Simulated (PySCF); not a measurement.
The numbers are results of PBE-D3(BJ)/def2-TZVP // B3LYP-D3(BJ)/def2-TZVP run with PySCF, not measurements. Isolated molecules, 0 K electronic values unless said otherwise. Excitations are Tamm–Dancoff values on a coarser integration grid. The basis has no diffuse functions, so Rydberg states are missing or too high.

Reference species (SMILES): `C(=C(\Cl)C)/Cl` (neutral, multiplicity 1).

| Property | Result |
|---|---|
| HOMO–LUMO gap | 4.68 eV |
| S1 excitation (TDA) | 5.31 eV |

Changed species: `ClC1(Cl)CC1`.

Question: What does the change do to the HOMO–LUMO gap and S1 excitation (TDA)?

Answer: the HOMO–LUMO gap increases by 0.86 eV, to 5.54 eV; the S1 excitation (TDA) goes up by 0.49 eV, to 5.80 eV.
